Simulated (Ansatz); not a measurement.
Consider the cleavage of the Si–Si bond: `CO[SiH2][SiH2]F` + `[BH2][GeH2][OH]` → `[BH2][GeH2][O][SiH2]F` + `CO[SiH3]`.

Isolated molecules relaxed with PBE0-D4/def2-TZVP in Ansatz; ΔE leaves out vibrations. CBS: MP2 limit from def2 TZ/QZ plus the TZ coupled-cluster correction, frozen cores. Functionals use def2-TZVPP. B3LYP here is the variant with VWN-RPA as its local correlation; programs differ in this. For Ge outer-core shells are correlated without core-valence functions, which leaves a few kJ/mol of doubt a bond. Scalar relativity is left out up to krypton. One conformer a species, not always the lowest.

```tsv
level	ΔE (kJ/mol)	difference from CCSD(T)/CBS
PBE-D4	-114.1	30.9
r2SCAN-D4	-137.4	7.6
PBE	-115.1	29.9
r2SCAN	-137.7	7.3
PBE0	-126.4	18.6
B3LYP	-141.6	3.4
HF/def2-TZVPP	-171.8	-26.8
MP2/def2-TZVPP	-154.5	-9.5
SCS-MP2/def2-TZVPP	-157.3	-12.3
CCSD/def2-TZVPP	-150.2	-5.2
CCSD(T)/def2-TZVPP	-146.9	-1.9
HF/def2-QZVPP	-174.3	-29.3
MP2/def2-QZVPP	-154.3	-9.3
HF/CBS(def2)	-174.7	-29.7
MP2/CBS(def2)	-152.7	-7.7
CCSD/CBS(def2)	-148.4	-3.4
CCSD(T)/CBS	-145.0	0
```

Largest T1 diagnostic among the species: 0.012.

In def2-TZVPP, CCSD(T) changes the Hartree–Fock value by +24.9 kJ/mol (the triples alone add +3.4 kJ/mol) and MP2 by +17.3 kJ/mol. From PBE to PBE0 (25 % exact exchange), in def2-TZVPP and without D4, ΔE moves by −11.3 kJ/mol.

CCSD(T)/CBS has its own doubt, a few kJ/mol and more with outer-core shells, so smaller differences from it don't rank the levels.
